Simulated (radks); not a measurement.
The numbers below are computed, except where a source is named.
Cs+, 54 electrons, occupied as [Xe].

Level of theory: scalar-relativistic Kohn-Sham, PBE, spin-unpolarised, spherical densities, finite nucleus; Fermi nuclear charge, rms radius 4.8041 fm; hard spherical wall at 5 bohr (a radial shooting solver on a logarithmic mesh with Libxc functionals).

Energy parts (hartree):
part                       energy
total                  -7786.4605
kinetic                 8203.5998
electron-nucleus      -18833.7078
Hartree                 3035.5799
exchange-correlation    -191.9324

Orbitals (lengths in bohr, moments of r in powers of bohr):
| orbital | occ. | eigenvalue (hartree) | <1/r> |
|---|---|---|---|
| 1s | 2 | -1315.667 | 59.39 |
| 2s | 2 | -206.5154 | 13.64 |
| 2p | 6 | -185.2782 | 13.00 |
| 3s | 2 | -43.06135 | 4.917 |
| 3p | 6 | -36.22617 | 4.668 |
| 3d | 10 | -26.19202 | 4.423 |
| 4s | 2 | -8.25712 | 2.017 |
| 4p | 6 | -6.07201 | 1.854 |
| 4d | 10 | -2.89120 | 1.583 |
| 5s | 2 | -1.15037 | 0.7536 |
| 5p | 6 | -0.66142 | 0.6326 |
| 5d | 0 | -0.06538 | 0.4644 |
| 6s | 0 | 0.04097 | 0.4304 |
| 4f | 0 | 0.15002 | 0.7355 |

The highest occupied level is 5p at -17.998 eV. Summed over all electrons, <r^2> = 49.40 bohr^2, which gives a Langevin (diamagnetic) susceptibility term of -39.1 x 10^-6 cm^3/mol.
